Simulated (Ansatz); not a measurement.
Start from `C#C[SiH](F)CF` and change one atom or group to get `N[SiH](F)CF`.

Ansatz, PBE0-D4/def2-TZVP geometries, multiplicity 1. Each molecule was computed in one conformer, which needn't be the lowest.

```tsv
property	`C#C[SiH](F)CF`
HOMO energy (PBE0/def2-TZVPP) / eV	-8.47
HOMO energy (PBE/def2-TZVPP) / eV	-7.12
HOMO energy (ωB97M-V/def2-TZVPP) / eV	-10.71
size of the dipole moment (B3LYP/def2-TZVPP) / D	0.78
ideal-gas entropy at 298 K and 1 bar (rigid rotor, harmonic PBE0-D4/def2-TZVP) / J/(mol·K)	361
HOMO–LUMO gap (B3LYP/def2-TZVPP) / eV	7.11
```

(1) What does the change do to each property? (Best estimate.)

## Answers

(1) The calculation gave: 
```json
{"property": "HOMO energy (PBE0/def2-TZVPP) / eV", "`N[SiH](F)CF`": "-8.14", "shift": "0.33"}
{"property": "HOMO energy (PBE/def2-TZVPP) / eV", "`N[SiH](F)CF`": "-6.64", "shift": "0.48"}
{"property": "HOMO energy (ωB97M-V/def2-TZVPP) / eV", "`N[SiH](F)CF`": "-10.58", "shift": "0.13"}
{"property": "size of the dipole moment (B3LYP/def2-TZVPP) / D", "`N[SiH](F)CF`": "1.67", "shift": "0.89"}
{"property": "ideal-gas entropy at 298 K and 1 bar (rigid rotor, harmonic PBE0-D4/def2-TZVP) / J/(mol·K)", "`N[SiH](F)CF`": "342", "shift": "-19"}
{"property": "HOMO–LUMO gap (B3LYP/def2-TZVPP) / eV", "`N[SiH](F)CF`": "7.94", "shift": "0.83"}
```

With PBE0 the HOMO rises by 0.33 eV and the LUMO rises by 1.27 eV, so the gap widens by about 0.94 eV. PBE moves the HOMO by 0.48 eV and ωB97M-V by 0.13 eV. Dipoles are sizes alone; their direction can turn. Modes under 60 cm⁻¹, often nearly free rotors, make the harmonic entropy too high.

B3LYP here is the variant with VWN-RPA as its local correlation; programs differ in this.
